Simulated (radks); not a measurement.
All-electron atom: Au II in [Xe] 4f14 5d10.

All-electron calculation, Dirac Kohn-Sham, PBEsol, spin-unpolarised, spherical densities, finite nucleus; Fermi nuclear charge, rms radius 5.4371 fm. Program: a radial shooting solver on a logarithmic mesh with Libxc functionals.

Energy parts (eV):
| part | energy |
|---|---|
| total | -518055.02 |
| kinetic | 594684.48 |
| electron-nucleus | -1304001.72 |
| Hartree | 201055.69 |
| exchange-correlation | -9793.47 |

Orbitals (lengths in bohr, moments of r in powers of bohr; <r^-3> diverges for s and p1/2):
orbital  occ.  eigenvalue (eV)  <r^-3>      <r>  small-component weight
1s1/2       2        -80589.81       -  0.01688                8.99e-02
2s1/2       2        -14216.13       -  0.07049                2.06e-02
2p1/2       2        -13638.40       -  0.05799                2.07e-02
2p3/2       4        -11803.93   20500  0.06654                1.84e-02
3s1/2       2        -3361.307       -   0.1834                6.88e-03
3p1/2       2        -3100.339       -   0.1736                6.83e-03
3p3/2       4        -2695.585    4765   0.1893                6.16e-03
3d3/2       4        -2260.184   832.4   0.1648                6.05e-03
3d5/2       6        -2173.155   690.4   0.1696                5.87e-03
4s1/2       2        -735.7455       -   0.4071                2.33e-03
4p1/2       2        -624.2766       -   0.4095                2.24e-03
4p3/2       4        -527.1188    1147   0.4436                1.98e-03
4d3/2       4        -344.2368   179.6   0.4520                1.78e-03
4d5/2       6        -326.1397   145.6   0.4632                1.71e-03
4f5/2       6         -91.5463   30.27   0.4953                1.34e-03
4f7/2       8         -87.7343   28.75   0.5024                1.31e-03
5s1/2       2        -116.5933       -   0.9283                5.86e-04
5p1/2       2         -80.4202       -    1.004                5.01e-04
5p3/2       4         -63.9121   190.6    1.104                4.20e-04
5d3/2       4         -16.3314   16.25    1.535                2.24e-04
5d5/2       6         -14.7586   12.54    1.604                2.06e-04

The highest occupied level is 5d5/2 at -14.759 eV. For comparison, the ionisation energy in NIST's Atomic Spectra Database is 20.20 eV (measured). In exact Kohn-Sham theory the highest level is minus the ionisation energy, but local and semilocal functionals leave it too shallow, through self-interaction and a potential that decays too fast; potentials with the right tail come closer. The density falls to 0.001 e/bohr^3 at r = 3.78 bohr.
